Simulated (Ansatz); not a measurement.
`CBOC` + `[OH][Ga]([SH])[Br]` → `C[O][Ga]([SH])[Br]` + `CBO`  (substitution at a C–O bond)

Computed with Ansatz on PBE0-D4/def2-TZVP structures; ΔE is electronic, products minus reactants. CCSD(T)/CBS is the MP2 limit (def2-TZVPP, def2-QZVPP) plus CCSD(T) − MP2 in def2-TZVPP, frozen cores. Functionals use def2-TZVPP. B3LYP here is the variant with VWN-RPA as its local correlation; programs differ in this. For Br, Ga outer-core shells are correlated without core-valence functions, which leaves a few kJ/mol of doubt a bond. Scalar relativity is left out up to krypton. Each species was taken in one conformer, which may not be the lowest.

Is it downhill or uphill in electronic energy at CCSD(T)/CBS, and by how much? (An estimate is asked.)

Computed: Nearly level: ΔE = +1.9 kJ/mol.

What do these levels give: revPBE, r2SCAN, B3LYP, MP2/def2-TZVPP, CCSD/def2-TZVPP, CCSD/CBS(def2)? (An estimate is asked.)

The calculation gave: revPBE 3.1, r2SCAN 1.7, B3LYP 3.4, MP2/def2-TZVPP 1.0, CCSD/def2-TZVPP 1.5, CCSD/CBS(def2) 2.2 kJ/mol.

Largest T1 diagnostic among the species: 0.012.

Leaving LDA and LC-ωPBE aside and taking each functional with its dispersion term where it has one, the values, not all of them listed here, spread over 2.1 kJ/mol, from BHLYP-D4 to B2PLYP. At CCSD(T), def2-SVP lies −8.0 kJ/mol from the extrapolated value and def2-TZVPP −0.6 kJ/mol.
